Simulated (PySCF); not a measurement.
# How methods differ on the ionisation energy of Si²⁺

Si²⁺ [Ne] 3s2 (1S) → Si³⁺ [Ne] 3s1 (2S), as a difference of total energies. All numbers are calculated (PySCF 2.14, no relativity, point nucleus, in aug-cc-pwCVTZ (8s7p5d3f, 75 functions)). Correlated levels: nothing frozen. The calculations carry no spin-orbit coupling.

Task: Order these methods by the ionisation energy they give, lowest first.
A. SCS-MP2 (all electrons)
B. UHF
C. CCSD (all electrons)
D. MP2 (all electrons)

Result: B (31.956 eV), D (33.108 eV), A (33.226 eV), C (33.326 eV).

Errors of the correlated levels include the incompleteness of this basis.

For comparison: 33.493 eV (measured; NIST Atomic Spectra Database, ionization energies).
